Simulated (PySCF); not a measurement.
## WNCl3: from structure and modes to constants

Level of theory: PBE in PySCF with W def2-SVP with ECP60, N def2-SVP, Cl def2-SVP; scalar-relativistic core potentials, no spin–orbit coupling; density-fitted integrals.

The singlet minimum has C3v symmetry. Masses (u): W 183.95093, N 14.00307, Cl 34.96885.

```xyz
5
charge 0 multiplicity 1, angstrom
W     0.0000   -0.0987   -0.0698
N     0.0000   -1.4680   -1.0384
Cl    1.9121   -0.2748    1.1578
Cl   -1.9121   -0.2748    1.1578
Cl    0.0000    1.6377   -1.5460
```

Harmonic wavenumbers (cm⁻¹): 100.3 (e, ×2), 127.7 (a1, ×1), 263.9 (e, ×2), 389.5 (a1, ×1), 411.8 (e, ×2), 1108.9 (a1, ×1).

Problem. Find the principal moments of inertia and the rotational constants. What kind of rotor is it?

Solution. About the centre of mass I = 324.37, 324.37, 511.39 u Å². With B = 16.8576/I this gives 0.05197, 0.05197, 0.03296 cm⁻¹. The molecule is an oblate symmetric top.

Problem. What is the harmonic zero-point energy?

Solution. Half the sum of all 9 wavenumbers, 3178/2 = 1589 cm⁻¹, which is 19.0 kJ/mol (1 cm⁻¹ = 0.0119627 kJ/mol).

Problem. Find the vibrational entropy and heat capacity at 298.15 K.

Solution. With u = 1.43878 ω/T, each mode gives S = R[u/(eᵘ−1) − ln(1−e⁻ᵘ)] and C = R u² eᵘ/(eᵘ−1)².
```
  ω (cm⁻¹)      u  S (J/(mol K))  C (J/(mol K))
100.3 (×2)  0.484          14.43           8.15
     127.7  0.616          12.47           8.06
263.9 (×2)  1.273           6.85           7.28
     389.5  1.880           4.19           6.24
411.8 (×2)  1.987           3.85           6.04
    1108.9  5.351           0.25           1.14
```
The sums over all modes are S = 67.2 and C = 58.4 J/(mol K); the softest mode gives 21 % of the entropy (each member, where degenerate).

Problem. Give the standard entropy (298.15 K, 1 bar) by its translational, rotational, vibrational and spin parts, and Cp.

Solution. Sackur–Tetrode with M = 302.86 u gives 180.1; rotation with symmetry number 3 gives 113.4; vibration 67.2; spin R ln 1 = 0.0. The total is 360.7 J/(mol K), and Cp = 4 R + 58.4 = 91.6 J/(mol K).

This need not be the most stable arrangement of these atoms. Spin–orbit coupling, left out here, can matter for elements this heavy.
